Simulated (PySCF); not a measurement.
Several molecules and their computed UV-vis stick spectra, shuffled. Method: PySCF, TDDFT B3LYP/def2-SVPD, vertical, gas phase, core orbitals frozen in the response. Geometries: PBE0-D3(BJ)/def2-SVP; one conformer of each isolated species. Triplets are in the Tamm–Dancoff approximation. Relativistic effects are left out although some hold elements past zinc.

A. `Cl[Si](Cl)(Cl)c1cccc2ccccc12`
B. `C=C1C[C@@H](F)/C1=C/C`
C. `[GaH]([CH3])[O]C`

Lowest singlet levels (six at most, fewer where fewer were computed) with oscillator strengths:

1. 4.14 eV (f 0.108); 4.38 eV (f 0.006); 5.39 eV (f 0.005); 5.58 eV (f 0.009); 5.59 eV (f 0.545); 5.83 eV (f 0.003); T1 2.94 eV
2. 5.36 eV (f 0.003); 5.67 eV (f 0.068); 5.92 eV (f 0.000); 6.44 eV (f 0.010); 6.71 eV (f 0.025); 7.13 eV (f 0.006); T1 4.90 eV
3. 5.03 eV (f 0.320); 6.08 eV (f 0.023); 6.10 eV (f 0.009); 6.32 eV (f 0.024); 6.53 eV (f 0.002); 6.64 eV (f 0.012)

Question: Match each spectrum to its molecule.

Answer: 1 = A, 2 = C, 3 = B.
- A: S1 at 4.14 eV, HOMO→LUMO (94%); Löwdin shares by element: HOMO carbon 54% or more (atoms not listed hold the other 46%); LUMO carbon 50% or more (atoms not listed hold the other 50%); HOMO -6.65 and LUMO -2.08 eV.
- B: S1 at 5.03 eV, HOMO→LUMO (97%); Löwdin shares by element: HOMO carbon 79% or more (atoms not listed hold the other 21%); LUMO carbon 69% or more (atoms not listed hold the other 31%); HOMO -6.49 and LUMO -1.43 eV.
- C: S1 at 5.36 eV, HOMO-1→LUMO (99%); Löwdin shares by element: HOMO oxygen 62%, carbon 16% or more, hydrogen 14% or more; LUMO gallium 57%, oxygen 15%, hydrogen 12% or more, carbon 10% or more; HOMO -7.47 and LUMO -1.10 eV.
